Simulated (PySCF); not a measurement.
# Working with the constants of TeO⁺

revPBE constants of TeO⁺, ²Π (doublet), unpaired electrons π ↑ (PySCF, scalar-relativistic core potentials, basis sets Te def2-SVP with ECP28, O def2-SVP; masses 129.9062 and 15.9949 u):

| Property | Result |
| --- | --- |
| ωe | 836.9 cm⁻¹ |
| ωexe | 3.28 cm⁻¹ |
| Be | 0.35318 cm⁻¹ |
| αe | 0.00193 cm⁻¹ |
| D (centrifugal) | 2.52e-07 cm⁻¹ |
| De to Te⁺ + O | 3.47 eV |

(1) Give the vibrational terms G(v) and spacings up to v = 6.

(2) How well does the Morse estimate ωe²/(4ωexe) reproduce De, and what is D0?

Spin–orbit coupling is left out, which matters for elements this heavy, above all for dissociation energies. For an ion De counts to the pair picked by the measured ionisation energies or electron affinities, which need not be the lowest pair at this level. The state was picked by a PBE0 search and need not be the measured ground state.

## Answers

(1) G(v) = ωe(v+½) − ωexe(v+½)².

```
v  G(v) (cm⁻¹)  G(v) − G(v−1)  Bv (cm⁻¹)
0        417.6                    0.3522
1       1248.0          830.3     0.3503
2       2071.8          823.8     0.3484
3       2889.0          817.2     0.3464
4       3699.6          810.7     0.3445
5       4503.7          804.1     0.3426
6       5301.3          797.5     0.3406
```

(2) It gives 6.62 eV, 191 % of the computed De. D0 = De − G(0) = 3.47 − 0.05 = 3.42 eV.
